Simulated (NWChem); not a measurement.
# TiH$_{3}$O$_{2}$F$_{3}$; SMILES [OH][Ti](<-[OH2])([F])([F])[F]

```xyz
9

Ti    -0.0233    -0.2405     0.0108
F      0.4586    -0.1394     1.6826
F     -1.6695     0.2478    -0.3845
F      1.2704     0.1611    -1.1236
O     -0.1248    -1.9766    -0.2277
H      0.4572    -2.7399    -0.1725
O      0.0736     2.0852     0.1178
H     -0.7852     2.3918    -0.2010
H      0.7152     2.3455    -0.5558
```
Atoms are numbered in this order, from 1.

All runs: NWChem. Medium grid unless said otherwise, to which SCAN and Minnesota functionals are sensitive. Structure relaxed at the PBE0/def2-SVP level. No frequency run checked for a minimum. Level r2SCAN/def2-SVP: single points from the atomic guess with DIIS by default; each run changes one setting, and all converged runs end within 0.3 mHa of each other. NWChem's automatic level shift, which a small gap switches on, acted in some of these runs.

```tsv
setting	SCF iterations
defaults	23
no DIIS, 40 % damping	22
no level shifting	13
70 % damping for 30 cycles	33
DIIS on 20 Fock matrices	23
level shift of 0.5 Ha throughout	23
```
